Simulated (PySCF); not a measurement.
Compound: C6H12O.
Cartesian coordinates in Å at the GFN2-xTB level; atoms count from 1:
```xyz
19
C6H12O angstrom
O      2.6643   -1.1248   -0.3409
C      1.8842    0.0270   -0.5576
C      0.6111    0.0560    0.2882
C     -0.3197   -1.1293    0.0097
C     -1.6876   -0.6128    0.4393
C     -1.7017    0.8139   -0.1089
C     -0.2505    1.3069    0.0214
H      2.8607   -1.1903    0.6003
H      1.6305    0.0089   -1.6204
H      2.4770    0.9337   -0.3584
H      0.9015    0.0341    1.3456
H     -0.3226   -1.3466   -1.0594
H     -0.0168   -2.0301    0.5409
H     -2.5072   -1.2159    0.0513
H     -1.7552   -0.5998    1.5287
H     -2.4008    1.4552    0.4261
H     -1.9982    0.7965   -1.1582
H     -0.1508    2.0216    0.8378
H      0.0719    1.8053   -0.8929
```

Computed, not measured: PySCF, TDDFT PBE0/def2-SVPD, vertical, gas phase, core orbitals frozen in the response.

Kohn–Sham orbitals with the atoms that hold most of them (Löwdin shares over 4%, at most four atoms; ? is withheld):

```
orbital  ε (eV)                            atoms
 HOMO-3   -9.28    C3 17%, C7 14%, C4 14%, C6 9%
 HOMO-2   -9.10  C5 16%, C6 16%, H17 10%, C7 10%
 HOMO-1   -8.77   C3 17%, C7 11%, C2 11%, O1 10%
   HOMO   -7.71                                ?
   LUMO    0.57                                ?
 LUMO+1    0.90    C6 13%, O1 10%, H17 9%, C7 8%
 LUMO+2    1.29   C2 14%, H9 11%, H15 10%, O1 9%
```

Which atoms hold the HOMO, and with what shares?

O1 (bonded to C and H) 55%; C2 (bonded to C, O and 2 H) 15%; C3 (bonded to 3 C and H) 10%; H10 (bonded to C) 8%. By element: oxygen 55%, carbon 25% or more, hydrogen 8% or more.

Give the leading atoms of the LUMO.

O1 (bonded to C and H) 20%; H8 (bonded to O) 14%; H11 (bonded to C) 13%; C3 (bonded to 3 C and H) 8%. By element: hydrogen 27% or more, oxygen 20%, carbon 8% or more.

How does S1 compare with the orbital gap of 8.28 eV?

S1 is at 6.84 eV (f = 0.0039), 1.44 eV below the gap, made of HOMO→LUMO (85%), HOMO→LUMO+1 (11%). 

Give energy, strength and leading configuration of S1, S2 and S5, and follow the Löwdin shares of the leading atoms from the occupied to the empty orbital.

- S1 (6.84 eV, f 0.0039), HOMO→LUMO (85%): O1 55% → 20%, C2 15% → at most 9%, H8 at most 8% → 14%
- S2 (7.64 eV, f 0.0061), HOMO→LUMO+1 (82%): O1 55% → 10%, C2 15% → at most 9%, C6 at most 8% → 13%
- S5 (8.16 eV, f 0.013), HOMO-1→LUMO (91%): C3 17% → 8%, C7 11% → at most 9%, O1 10% → 20%, H8 at most 11% → 14%

The run took 38 s of wall time on one thread of an x86-64 server (shared host).

One conformer stands for the species.
